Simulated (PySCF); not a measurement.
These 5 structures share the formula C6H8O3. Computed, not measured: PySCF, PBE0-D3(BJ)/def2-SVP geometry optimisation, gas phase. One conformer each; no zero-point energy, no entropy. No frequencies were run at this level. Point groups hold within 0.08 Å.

Task: Order them by energy at this level, lowest first, and give relative energies in kcal/mol.
A. `[CH2:1]=[CH:2][O:3]/[CH:4]=[CH:5]\[C:6](=[O:7])[O:8][CH3:9]` with C1–C2–O3–C4 180°, C2–O3–C4–C5 179°, C4–C5–C6–O7 1°, C5–C6–O8–C9 180°
B. `[CH2:1]=[CH:2][O:3]/[CH:4]=[CH:5]\[O:6][C:7]([CH3:8])=[O:9]` with C1–C2–O3–C4 179°, C2–O3–C4–C5 180°, C4–C5–O6–C7 178°, C5–O6–C7–C8 180°
C. `[O:1]=[CH:2][O:3][C@@H:4]1[CH2:5][CH2:6][CH2:7][C:8]1=[O:9]` with O1–C2–O3–C4 6°, C2–O3–C4–C5 -146°, O3–C4–C5–C6 -157°, C4–C5–C6–C7 40°, C5–C6–C7–C8 -28°, C6–C7–C8–O9 -177°
D. `[CH3:1][C:2]1=[CH:3][C@@H:4]([O:5][CH:6]=[O:7])[O:8][CH2:9]1` with C3–C4–O5–C6 -145°, C4–O5–C6–O7 4°, C2–C3–C4–O5 -108°, C3–C4–O8–C9 -13°, C4–O8–C9–C2 12°, C1–C2–C9–O8 175°
E. `[O:1]=[CH:2][O:3][C@@H:4]1[CH2:5][CH2:6][C@H:7]2[O:8][C@@H:9]12` with O1–C2–O3–C4 0°, C2–O3–C4–C5 -122°, O3–C4–C5–C6 -84°, C4–C5–C6–C7 -30°, C5–C6–C7–O8 -45°, C6–C7–O8–C9 99°

Result: C (0.0), D (15.7), E (21.2), A (37.9), B (38.5).

As drawn, the highest has a C=C bond outside aromatic rings, which the lowest lacks. Neighbours under 2.5 kcal/mol apart (C=CO/C=C\C(=O)OC and C=CO/C=C\OC(C)=O) can change places with a better method, another conformer or zero-point energy.

```
                      SMILES      E (Eh)  E rel (kcal/mol)  dipole (D)  point group       A, B, C (MHz)
          O=CO[C@@H]1CCCC1=O  -458.29248               0.0        3.90           C1    3039, 1240, 1003
        CC1=C[C@@H](OC=O)OC1  -458.26750              15.7        4.01           C1  4831, 915.9, 841.9
O=CO[C@@H]1CC[C@H]2O[C@@H]12  -458.25870              21.2        2.70           C1    3907, 1094, 1005
            C=CO/C=C\C(=O)OC  -458.23202              37.9        2.41            –  5411, 702.7, 624.4
            C=CO/C=C\OC(C)=O  -458.23118              38.5        1.45      near Cs  4820, 653.0, 577.2
```
